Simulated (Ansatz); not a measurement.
C4H4F4 (`FC/C=C\C(F)(F)F`) at its PBE0-D4/def2-TZVP geometry, where that method's forces vanish. Charge 0, multiplicity 1.

| atom | x (Å) | y (Å) | z (Å) |
| --- | --- | --- | --- |
| F1 | -1.0914 | 0.4518 | -1.4969 |
| C2 | 0.2665 | 0.6063 | -1.5438 |
| C3 | 0.9697 | 0.2080 | -0.2993 |
| C4 | 0.5084 | -0.2688 | 0.8482 |
| C5 | -0.9161 | -0.5509 | 1.2260 |
| F6 | -1.4925 | -1.4751 | 0.4510 |
| F7 | -1.6914 | 0.5379 | 1.2041 |
| F8 | -0.9485 | -1.0248 | 2.4842 |
| H9 | 0.6526 | 0.0107 | -2.3810 |
| H10 | 0.4865 | 1.6597 | -1.7593 |
| H11 | 2.0468 | 0.3427 | -0.3748 |
| H12 | 1.2094 | -0.4974 | 1.6416 |

For each bond, give half the difference of the two atoms' forces along it (eV/Å; positive pushes the atoms apart) under PBE-D4, r2SCAN-D4, B3LYP-D4, ωB97M-V in def2-TZVPP. (Estimate.)

The calculation gave: 
```csv
bond,length (Å),PBE-D4,r2SCAN-D4,B3LYP-D4,ωB97M-V
F1–C2,1.368,0.53,0.35,0.41,0.29
C2–C3,1.484,-0.25,-0.11,0.08,0.21
C2–H9,1.098,0.11,-0.04,-0.14,-0.18
C2–H10,1.098,0.11,-0.04,-0.14,-0.18
C3–C4,1.325,0.39,0.20,0.01,-0.14
C3–H11,1.088,0.01,-0.07,-0.12,-0.09
C4–C5,1.500,-0.42,-0.24,-0.10,0.03
C4–H12,1.083,0.03,-0.08,-0.13,-0.09
C5–F6,1.337,0.62,0.29,0.30,0.14
C5–F7,1.337,0.62,0.29,0.30,0.14
C5–F8,1.345,0.59,0.27,0.28,0.16
```

B3LYP here is the variant with VWN-RPA as its local correlation; programs differ in this.

Program: Ansatz 0.2.0.
